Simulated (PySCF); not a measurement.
Species: 1,5-dimethylimidazole, C5H8N2.
Cartesian coordinates in Å at the GFN2-xTB level; atoms count from 1:
```xyz
15
C5H8N2 angstrom
C      1.7805   -0.3994   -0.0425
C      0.5792    0.4634    0.0832
C      0.4377    1.8059    0.3031
N     -0.8778    2.1437    0.3409
C     -1.5294    1.0327    0.1482
N     -0.7002   -0.0271   -0.0155
C     -1.0679   -1.3930   -0.2471
H      2.6747    0.2068    0.0695
H      1.7857   -1.1749    0.7245
H      1.8104   -0.8881   -1.0172
H      1.2014    2.5458    0.4356
H     -2.5975    0.9437    0.1187
H     -2.1535   -1.4728   -0.2698
H     -0.6812   -2.0354    0.5479
H     -0.6666   -1.7433   -1.2013
```

The closed-shell SCF was solved with PySCF and density fitting under several settings on one GFN2-xTB geometry (grid level 2 and gas phase unless stated).

```csv
settings,basis functions,SCF cycles,E (Eh),HOMO (eV),LUMO (eV),dipole (D)
PBE0/6-31G,79,14,-304.3900,-6.16,1.25,4.61
"LDA/pcSseg-1, IEF-PCM tetrahydrofuran",159,15,-302.1469,-5.51,-0.29,5.73
PBE0/pcseg-1,138,13,-304.4290,-6.27,0.93,4.45
```

Q: Estimate the row for these settings: OPBE/6-311+G(2d,p), energy threshold 1e-06 Eh.

A: 
```json
{"settings": "OPBE/6-311+G(2d,p), energy threshold 1e-06 Eh", "basis functions": "237", "SCF cycles": "9", "E (Eh)": "-304.8075", "HOMO (eV)": "-5.18", "LUMO (eV)": "-0.57", "dipole (D)": "4.21"}
```

Q: Over all rows, what range does the HOMO–LUMO gap span?

A: From 4.61 eV (OPBE/6-311+G(2d,p), energy threshold 1e-06 Eh) to 7.41 eV (PBE0/6-31G). The functional of the narrowest has no exact exchange, that of the widest 25 % exact exchange.

Q: And the dipole moment?

A: From 4.21 D (OPBE/6-311+G(2d,p), energy threshold 1e-06 Eh) to 5.73 D (LDA/pcSseg-1, IEF-PCM tetrahydrofuran); the largest is 1.36 times the smallest, and the median is 4.53 D.

Q: Compare two rows with the functional PBE0: PBE0/6-31G and PBE0/pcseg-1. Which energy is lower, and by how much?

A: PBE0/pcseg-1 (138 functions) lies 0.0390 Eh or 24 kcal/mol below PBE0/6-31G (79 functions).

Whole jobs, the steps after the SCF included, on an Arm Neoverse V2 with one thread (shared host):

| settings | work after the SCF | wall time | peak memory |
| --- | --- | --- | --- |
| PBE0/6-31G | spin–spin couplings from 15 perturbed nuclei, spin–dipole term for 2 of them | 10 s | 0.50 GiB |
| LDA/pcSseg-1, IEF-PCM tetrahydrofuran | shieldings, ring-centre shieldings, charges and field gradients | 9.5 s | 0.76 GiB |
| PBE0/pcseg-1 | shieldings, ring-centre shieldings, charges and field gradients | 12 s | 0.74 GiB |
| OPBE/6-311+G(2d,p), energy threshold 1e-06 Eh | spin–spin couplings from 15 perturbed nuclei, spin–dipole term for 2 of them | 35 s | 0.76 GiB |

Cycle counts include a coarse-grid stage where the run had one. All basis functions are spherical, in the Pople sets too. Geometry: GFN2-xTB; no vibrations or thermal averaging.
